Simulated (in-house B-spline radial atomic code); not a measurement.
Settings and results of a run for Xe VI (Xe5+). Method: Dirac-Kohn-Sham B97-1, spherical fractional occupations, Fermi nucleus of rms radius 4.7859 fm. Calculated with a radial B-spline atomic code at the basis-set limit.

Command:
```bash
python run_scf.py task.json out
```
Settings (nuclear radius in fm, mass in u):
```
Z                54
configuration    [Kr] 4d10 5s2 5p1
hamiltonian      dirac
method           b97_1
spin_polarised   False
nucleus          fermi
rms_radius       4.7859
atomic_mass      131.90416
speed_of_light   137.035999084
```

Output (hartree, bohr):
```
 radial grid: 68 intervals, B-splines of order 8, outer radius 25.4386 bohr

 iter        energy (Eh)    residual
    1       -7423.382510    8.48e-01
    2       -7436.315672    6.48e-01
    3       -7443.690158    1.43e-01
    4       -7444.102938    3.59e-02
    5       -7444.119066    1.81e-02
    6       -7444.124977    3.32e-03
    7       -7444.125087    7.49e-05
    8       -7444.125087    1.44e-05
    9       -7444.125087    2.78e-07

 total energy                     -7444.12509
 kinetic                            7907.6342
 electron-nucleus                 -17989.2378
 Hartree                            2822.8286
 exact exchange                      -38.2450
 exchange-correlation               -147.1050

 first-order corrections (not in the total)
   Gaunt                             6.4405
   retardation                      -0.6657
   frequency dependence             -0.0636
   self-energy                       4.3938
   Uehling                          -0.6093
   Wichmann-Kroll                    0.0144
   recoil                            0.0207

 orbital      occ     eigenvalue          <r>       <r^2>       <1/r>     <1/r^2>       <r^4>       r_max    small
 1s1/2      2.000     -1267.5364     0.026656 0.000963767     58.1084     7393.77 2.43535e-06     0.01715  3.96e-02
 2s1/2      2.000      -199.9537     0.114148    0.015427     13.5926     874.226 0.000411062     0.09708  8.51e-03
 2p1/2      2.000      -187.8823    0.0962348   0.0113988     13.5668     280.389 0.000262195     0.07441  8.53e-03
 2p3/2      4.000      -175.9456     0.102012   0.0126785     12.4703     211.869 0.000316867     0.07929  8.08e-03
 3s1/2      2.000       -43.0432     0.305816    0.107016     4.86335     177.558   0.0174215       0.279  2.54e-03
 3p1/2      2.000       -38.0222      0.29602     0.10184     4.77254     56.9065   0.0165454      0.2656  2.48e-03
 3p3/2      4.000       -35.7417     0.307618    0.109761     4.50225     43.4684   0.0191303      0.2764  2.36e-03
 3d3/2      4.000       -26.9390     0.278477   0.0917615     4.35761     23.8741    0.015344       0.224  2.24e-03
 3d5/2      6.000       -26.4581      0.28214   0.0940469     4.28822     22.9645   0.0160566      0.2271  2.20e-03
 4s1/2      2.000        -9.7410      0.71556    0.578075     1.96853     39.2806    0.489161      0.6606  7.38e-04
 4p1/2      2.000        -7.9425     0.744462    0.630782     1.85987     12.1262     0.60028      0.6767  6.75e-04
 4p3/2      4.000        -7.4831     0.771537    0.677212     1.77349     9.34141    0.691642      0.7008  6.38e-04
 4d3/2      4.000        -4.5573     0.859948    0.859178     1.53955     4.36941     1.21585      0.7424  5.01e-04
 4d5/2      6.000        -4.4820     0.870148    0.879463     1.51789     4.20054     1.27355      0.7508  4.91e-04
 5s1/2      2.000        -2.7514      1.67582     3.13283     0.78786      7.3473     13.9174       1.546  1.70e-04
 5p1/2      0.333        -2.1935      1.85271      3.8387    0.705624     2.12359     21.1432       1.693  1.40e-04
 5p3/2      0.667        -2.1190      1.90985     4.07599    0.680806     1.67668     23.7549       1.749  1.34e-04
```

Cost of the run: 2.1 s on 1 thread of Arm Neoverse V1, with other jobs on the host.

For the Dirac Hamiltonian the kinetic term is c α·p + (β - 1)c².

Caution: exact exchange at fractional occupations of open shells leaves self-interaction of up to several eV.
